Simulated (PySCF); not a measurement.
Ionisation energy of Mo by level of theory

Mo [Kr] 4d5 5s1 (7S) → Mo⁺ [Kr] 4d5 (6S), as a difference of total energies. Computed with PySCF 2.14 in ANO-RCC-VTZP (7s6p4d2f1g, 68 functions), with the spin-free X2C one-electron Hamiltonian (Gaussian nucleus). Correlated levels: valence and next inner shell: [Ar] 3d10 frozen. The calculations carry no spin-orbit coupling.

**Question.** Order these methods by the ionisation energy they give, lowest first.
A. SCS-MP2 (valence and next inner shell)
B. UHF
C. CCSD(T) (valence and next inner shell)
D. CCSD (valence and next inner shell)

**Answer.** B (6.264 eV), A (6.715 eV), D (6.977 eV), C (7.036 eV).

Errors of the correlated levels include the incompleteness of this basis and the frozen core.

For comparison: 7.092 eV (measured; NIST Atomic Spectra Database, ionization energies).
